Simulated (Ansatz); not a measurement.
`C#[C][AlH][NH2]` + HCl → `[NH2][AlH][Cl]` + `C#C` at 700 K and 1 bar (ligand exchange at the Al–C bond).

Computed with Ansatz on PBE0-D4/def2-TZVP structures; ΔE is electronic, products minus reactants. CCSD(T)/CBS adds triple-zeta CCSD(T) − MP2 to the extrapolated MP2 energy (def2 sets, frozen cores). This one scheme is used for every species. Each species was taken in one conformer, which may not be the lowest.

| species | CCSD(T)/CBS energy (Eh) | H − E (kJ/mol) | S (J/(mol·K)) |
| --- | --- | --- | --- |
| `C#[C][AlH][NH2]` | -375.21570 | 200.4 | 411.2 |
| HCl | -460.38127 | 38.4 | 211.8 |
| `[NH2][AlH][Cl]` | -758.40905 | 140.9 | 368.9 |
| `C#C` | -77.22717 | 102.1 | 244.4 |

H − E and S are ideal-gas, rigid-rotor, harmonic terms from PBE0-D4/def2-TZVP, for one conformer and one mirror image of each species. 1 Eh = 2625.50 kJ/mol, R = 8.31446 J/(mol·K).

**Question.** By hand: ΔE, ΔH, ΔS and ΔG.

**Answer.** ΔE = (-758.40905) + (-77.22717) − (-375.21570) − (-460.38127) = -0.03925 Eh = -103.1 kJ/mol. Δ(H − E) = 140.9 + 102.1 − 200.4 − 38.4 = 4.2, so ΔH = -98.9 kJ/mol. ΔS = 368.9 + 244.4 − 411.2 − 211.8 = -9.7 J/(mol·K). ΔG = -98.9 − 700 × (-9.7)/1000 = -92.1 kJ/mol.

**Question.** By hand: the equilibrium constant, and the temperature at which ΔG would vanish if ΔH and ΔS stayed fixed.

**Answer.** log₁₀ K = −ΔG/(RT ln 10) = 6.9. ΔG = 0 at ΔH/ΔS = 10196 K, far beyond where these terms or the molecules hold.

The number of gas molecules stays the same, so ΔS is small and ΔH decides. A doubt of 5 kJ/mol in ΔE shifts log₁₀ K by 0.4 here. Other conformers and mirror images would add mixing entropy, several J/(mol·K) or more a flexible species. These are equilibria of isolated gas molecules and say nothing of rates. Largest T1 diagnostic: 0.013 (customary marks: 0.02 for closed shells, 0.045 for open ones).
